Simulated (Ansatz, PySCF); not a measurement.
Process, species as SMILES: C=CCCC(C)C -> [CH3] (CH3) + C=CCC[CH]C (the C-C bond at the site shown breaks; other sites are not compared here)
Geometries: B3LYP-D3(BJ)/def2-TZVP minima from Ansatz (a program for electronic structure), one conformer each, not searched for the lowest. Frequencies are from Ansatz or PySCF.

Wanted: bond dissociation energy (0 K, with B3LYP-D3(BJ) harmonic zero-point energies), in eV. Cores are frozen in the correlated levels unless marked. Open shells are spin-unrestricted. No spin-orbit coupling. Non-relativistic unless marked X2C. Basis-set limits of correlation are two-point, X^-3; Hartree-Fock from the larger set. [CCSD(T)-MP2]/basis is that difference in the basis named.

```
level                                                     program  bond dissociation energy (eV)
-------------------------------------------------  --------------  -----------------------------
PBE/def2-TZVPD                                             Ansatz                            ___
BLYP-D4/def2-TZVPD                                 Ansatz + dftd4                            ___
r2SCANh/def2-TZVPD                                         Ansatz                           3.28
r2SCAN0/def2-TZVPD                                         Ansatz                           3.28
wB97M-V/def2-TZVPD                                         Ansatz                           3.74
B2GP-PLYP-D3(BJ)/def2-TZVPD                        Ansatz + dftd3                            ___
B2PLYP-D3(BJ)/def2-TZVPD                           Ansatz + dftd3                           3.58
B2PLYP-D4/def2-TZVPD                               Ansatz + dftd4                           3.58
SCS-MP2/STO-3G                                             Ansatz                           4.88
SCS-MP2/6-31G                                              Ansatz                           3.44
SCS-MP2/cc-pVDZ                                            Ansatz                           3.77
CCSD/STO-3G                                                Ansatz                           4.35
CCSD/6-31G                                                 Ansatz                            ___
CCSD/cc-pVTZ                                               Ansatz                           3.56
X2C-CCSD(T)/cc-pVTZ-DK                                     Ansatz                           3.69
RI-MP2/CBS(cc-pVTZ,cc-pVQZ)+[CCSD(T)-MP2]/cc-pVTZ          Ansatz                           3.77
```

Q: Complete the blanks.

A: 
- PBE/def2-TZVPD, bond dissociation energy (eV): 3.51
- BLYP-D4/def2-TZVPD, bond dissociation energy (eV): 3.40
- B2GP-PLYP-D3(BJ)/def2-TZVPD, bond dissociation energy (eV): 3.62
- CCSD/6-31G, bond dissociation energy (eV): 3.24
